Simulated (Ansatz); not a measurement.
Ansatz results at the PBE0-D4/def2-TZVP geometry: LUMO energy (B3LYP/def2-TZVPP) -1.37 eV; HOMO–LUMO gap (PBE/def2-TZVPP) 5.32 eV; HOMO–LUMO gap (PBE0/def2-TZVPP) 7.49 eV.

Each molecule was computed in one conformer, which needn't be the lowest.

Question: Which molecule gave them?
A. `C=C[SiH](O)Cl`
B. `[SiH3]O[SiH3]`
C. `O[SiH](O)F`
D. `C=C[Si](F)(Cl)Cl`

Answer: D. The others give `[SiH3]O[SiH3]`: -0.43, 6.22, 8.52; `C=C[SiH](O)Cl`: -1.06, 5.36, 7.51; `O[SiH](O)F`: 0.29, 7.75, 10.32.

B3LYP here is the variant with VWN-RPA as its local correlation; programs differ in this.
